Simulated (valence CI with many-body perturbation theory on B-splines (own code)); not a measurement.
## Yb XXII: electric-dipole lines

Level of theory: valence CI with perturbative core correlation (CI+MBPT): three valence electrons over a frozen Dirac-Fock core [Kr] 4d10, a basis of 7 s, 7 p, 7 d, 7 f, 4 g, 2 h functions for each j, with the one-electron correlation potential Σ1, the two-electron term Σ2, the three-electron term Σ3, Breit, model QED; selected CI, second order for the rest, scaled by the run's own slope (own B-spline code, finite nucleus).

No measured spectrum was set against this ion. As an estimate, terms of the open shell hold to a few per cent of their energy, and close levels can change places. The list stops below the first excitations out of the core.

Lines 101 to 150 of 546 in falling wavelength, among levels below 1153600 cm⁻¹, chosen from the strongest by gf and those to the six lowest levels. Wavelengths and rates use the calculated energies, so an error of 2000 cm⁻¹ moves a line at 333.8 Å by 0.67 % and its rate by three times that or more. Electric multipoles are in the length gauge, E1 and E2 with the static RPA response of the core. Weak lines are less certain than strong ones. Lines between different terms over intervals too small for the method are left out, as are lines whose strength nearly cancels.

Levels are named by their leading jj configuration (3d3/2^4 stands for four electrons in 3d with j = 3/2), which in mixed levels can hold well under half, so a name can repeat and another be missing. Letters in brackets count levels of one name in rising energy.

```
λ vac (Å)                           Upper                        Lower   A (s⁻¹)  log gf  Branch %
    333.8           (4f5/2^2 5p1/2) J=7/2           (4f5/2^2 5s) J=7/2  3.83e+09   -0.29      34.8
    332.8   (4f5/2 4f7/2 5p1/2) J=7/2 [b]   (4f5/2 4f7/2 5s) J=7/2 [a]  4.44e+08   -1.23       4.0
    331.7   (4f5/2 4f7/2 5p1/2) J=7/2 [a]           (4f5/2^2 5s) J=5/2  7.73e+08   -0.99       7.3
    331.4   (4f5/2 4f7/2 5p1/2) J=9/2 [b]   (4f5/2 4f7/2 5s) J=9/2 [a]  1.37e+07   -2.65       0.1
    330.7   (4f5/2 4f7/2 5p1/2) J=3/2 [b]           (4f5/2^2 5s) J=1/2  7.90e+08   -1.29       7.1
    328.9   (4f5/2 4f7/2 5p1/2) J=5/2 [a]           (4f5/2^2 5s) J=5/2  2.16e+08   -1.68       2.0
    328.2          (4f7/2^2 5p1/2) J=11/2   (4f5/2 4f7/2 5s) J=9/2 [a]  8.22e+07   -1.80       0.8
    327.9   (4f5/2 4f7/2 5p1/2) J=3/2 [b]   (4f5/2 4f7/2 5s) J=3/2 [a]  2.07e+08   -1.88       1.8
    327.5   (4f5/2 4f7/2 5p1/2) J=7/2 [b]   (4f5/2 4f7/2 5s) J=9/2 [a]  6.45e+08   -1.08       5.8
    327.1           (4f7/2^2 5p1/2) J=9/2          (4f7/2^2 5s) J=11/2  4.71e+07   -2.12       0.4
    326.5   (4f5/2 4f7/2 5p1/2) J=9/2 [b]  (4f5/2 4f7/2 5s) J=11/2 [a]  7.22e+08   -0.94       6.7
    326.3   (4f5/2 4f7/2 5p1/2) J=3/2 [b]   (4f5/2 4f7/2 5s) J=5/2 [b]  6.06e+08   -1.41       5.4
    326.0           (4f7/2^2 5p1/2) J=5/2   (4f5/2 4f7/2 5s) J=3/2 [b]  5.95e+08   -1.25       5.4
    325.9           (4f5/2^2 5p3/2) J=1/2           (4f7/2^2 5s) J=1/2  2.70e+08   -2.07       0.8
    325.6  (4f5/2 4f7/2 5p1/2) J=11/2 [a]           (4f5/2^2 5s) J=9/2  1.01e+09   -0.72       9.4
    325.0   (4f5/2 4f7/2 5p1/2) J=5/2 [a]           (4f5/2^2 5s) J=3/2  3.33e+07   -2.50       0.3
    324.8   (4f5/2 4f7/2 5p1/2) J=9/2 [a]           (4f5/2^2 5s) J=9/2  5.25e+08   -1.08       4.9
    324.5           (4f7/2^2 5p1/2) J=7/2   (4f5/2 4f7/2 5s) J=7/2 [b]  2.61e+08   -1.48       2.4
    324.1           (4f5/2^2 5p1/2) J=5/2           (4f5/2^2 5s) J=7/2  1.03e+08   -2.01       1.0
    323.6   (4f5/2 4f7/2 5p1/2) J=7/2 [b]           (4f5/2^2 5s) J=5/2  6.83e+08   -1.07       6.1
    323.4          (4f7/2^2 5p1/2) J=11/2  (4f5/2 4f7/2 5s) J=11/2 [a]  1.74e+08   -1.49       1.6
    321.4          (4f7/2^2 5p1/2) J=13/2  (4f5/2 4f7/2 5s) J=11/2 [a]  5.77e+08   -0.90       5.3
    320.7           (4f7/2^2 5p1/2) J=9/2   (4f5/2 4f7/2 5s) J=7/2 [b]  5.72e+08   -1.05       5.2
    319.4           (4f7/2^2 5p1/2) J=7/2   (4f5/2 4f7/2 5s) J=9/2 [b]  2.06e+08   -1.60       1.9
    317.6  (4f5/2 4f7/2 5p1/2) J=11/2 [b]           (4f7/2^2 5s) J=9/2  3.74e+07   -2.17       0.3
    317.3           (4f7/2^2 5p1/2) J=3/2   (4f5/2 4f7/2 5s) J=3/2 [a]  6.36e+07   -2.42       0.6
    317.1           (4f7/2^2 5p1/2) J=7/2   (4f5/2 4f7/2 5s) J=7/2 [a]  2.55e+07   -2.51       0.2
    316.9   (4f5/2 4f7/2 5p1/2) J=7/2 [a]           (4f5/2^2 5s) J=9/2  7.07e+07   -2.07       0.7
    316.5   (4f5/2 4f7/2 5p1/2) J=5/2 [b]   (4f5/2 4f7/2 5s) J=5/2 [a]  3.46e+07   -2.51       0.3
    316.4           (4f7/2^2 5p1/2) J=5/2   (4f5/2 4f7/2 5s) J=3/2 [a]  1.37e+08   -1.91       1.2
    316.3   (4f5/2 4f7/2 5p1/2) J=5/2 [b]   (4f5/2 4f7/2 5s) J=7/2 [b]  4.70e+07   -2.37       0.4
    315.8           (4f7/2^2 5p1/2) J=3/2   (4f5/2 4f7/2 5s) J=5/2 [b]  7.28e+07   -2.36       0.7
    315.7           (4f7/2^2 5p1/2) J=9/2   (4f5/2 4f7/2 5s) J=9/2 [b]  8.76e+07   -1.88       0.8
    315.0           (4f7/2^2 5p1/2) J=5/2   (4f5/2 4f7/2 5s) J=5/2 [b]  3.95e+07   -2.45       0.4
    313.5           (4f7/2^2 5p1/2) J=9/2   (4f5/2 4f7/2 5s) J=7/2 [a]  8.22e+07   -1.92       0.7
    313.1   (4f5/2 4f7/2 5p1/2) J=9/2 [b]           (4f5/2^2 5s) J=9/2  4.55e+07   -2.17       0.4
    311.9           (4f7/2^2 5p1/2) J=5/2           (4f7/2^2 5s) J=7/2  4.18e+08   -1.44       3.8
    310.2          (4f7/2^2 5p1/2) J=11/2           (4f5/2^2 5s) J=9/2  1.45e+07   -2.60       0.1
    309.6  (4f5/2 4f7/2 5p1/2) J=11/2 [b]          (4f7/2^2 5s) J=11/2  4.44e+07   -2.12       0.4
    309.3   (4f5/2 4f7/2 5p1/2) J=5/2 [b]   (4f5/2 4f7/2 5s) J=7/2 [a]  5.28e+08   -1.34       4.8
    308.6   (4f5/2 4f7/2 5p1/2) J=9/2 [b]           (4f5/2^2 5s) J=7/2  8.51e+07   -1.92       0.8
    303.7   (4f5/2 4f7/2 5p1/2) J=3/2 [b]   (4f5/2 4f7/2 5s) J=5/2 [a]  3.27e+08   -1.74       2.9
    302.8   (4f5/2 4f7/2 5p1/2) J=3/2 [a]           (4f5/2^2 5s) J=5/2  9.69e+07   -2.27       0.9
    299.6      (4f5/2 4f7/2 5p1/2) J=13/2          (4f7/2^2 5s) J=13/2  6.74e+07   -1.90       0.6
    299.5  (4f5/2 4f7/2 5p1/2) J=11/2 [b]   (4f5/2 4f7/2 5s) J=9/2 [b]  1.61e+07   -2.59       0.1
    298.1   (4f5/2 4f7/2 5p1/2) J=5/2 [b]           (4f5/2^2 5s) J=3/2  8.15e+07   -2.19       0.7
    295.3           (4f5/2^2 5p1/2) J=1/2           (4f5/2^2 5s) J=3/2  4.16e+08   -1.96       3.9
    293.2  (4f5/2 4f7/2 5p1/2) J=11/2 [b]   (4f5/2 4f7/2 5s) J=9/2 [a]  1.44e+07   -2.65       0.1
    291.6       (4f5/2 4f7/2 5p1/2) J=1/2           (4f5/2^2 5s) J=3/2  1.70e+08   -2.36       1.6
    291.4   (4f5/2 4f7/2 5p3/2) J=1/2 [a]           (4f7/2^2 5s) J=1/2  7.04e+08   -1.75       2.1
```
